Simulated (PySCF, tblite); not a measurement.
Isomers of C3H10O2SSi. Level: GFN2-xTB in tblite, geometry and Hessian alike; calculated harmonic values, unscaled, isolated species. The method is semi-empirical: single wavenumbers can be off by several per cent or more. Modes of hydrogen on silicon and sulfur can be 10 to 20 % off. One conformer each.

Electronic energies: PBE0/pcSseg-1 single points on the GFN2-xTB geometries (PySCF, gas phase).

```csv
SMILES,"electronic energy, lowest = 0 (kcal/mol)"
CCO[Si@](C)(O)S,0.0
CO[SiH](OC)SC,27.8
CCO[Si@H](O)SC,14.6
```

Q: How do GFN2-xTB zero-point energies change the relative energies?

A: 
```tsv
SMILES	ZPE (kcal/mol)	of it from modes above 1550 cm⁻¹	electronic (kcal/mol)	with ZPE, lowest = 0 (kcal/mol)	lowest mode (cm⁻¹)	rings
CCO[Si@](C)(O)S	80.9	43.3	0.0	0.0	31	0
CCO[Si@H](O)SC	81.8	43.0	14.6	15.4	20	0
CO[SiH](OC)SC	81.6	42.0	27.8	28.4	41	0
```

The zero-point energies span 0.9 kcal/mol, from `CCO[Si@](C)(O)S` to `CCO[Si@H](O)SC`. The order is unchanged.

Q: And how do the electronic energies of GFN2-xTB itself compare?

A: `CCO[Si@](C)(O)S` 4.5; `CCO[Si@H](O)SC` 0.0; `CO[SiH](OC)SC` 8.4 kcal/mol, lowest = 0. Against the energies above, taken from the same isomer `CCO[Si@](C)(O)S`, the largest difference is 23.9 kcal/mol.
